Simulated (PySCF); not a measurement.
# Ionisation energy of V by level of theory

V [Ar] 3d3 4s2 (4F) → V⁺ [Ar] 3d4 (5D), as a difference of total energies. Computed with PySCF 2.14 in dyall-av2z, with the non-relativistic Hamiltonian (point nucleus). Correlated levels: valence: [Ar] frozen; virtual orbitals above 40 to 60 times the deepest correlated orbital energy dropped. The calculations carry no spin-orbit coupling.

```
           method  ionisation energy (eV)  plus first-order spin-orbit estimate  difference from reference of that sum (eV)
              UHF                   5.912                                 5.926                                      -0.820
    MP2 (valence)                   6.282                                 6.297                                      -0.449
SCS-MP2 (valence)                   6.766                                 6.780                                      +0.034
   CCSD (valence)                   6.513                                 6.527                                      -0.219
CCSD(T) (valence)                   6.553                                 6.568                                      -0.178
```

Reference: 6.746 eV (measured; NIST Atomic Spectra Database, ionization energies).

A first-order spin-orbit estimate (lowest level to lowest level, LS coupling) adds 0.015 eV.

These non-relativistic numbers lack the scalar-relativistic shift.

Errors of the correlated levels include the incompleteness of this basis and the frozen core.
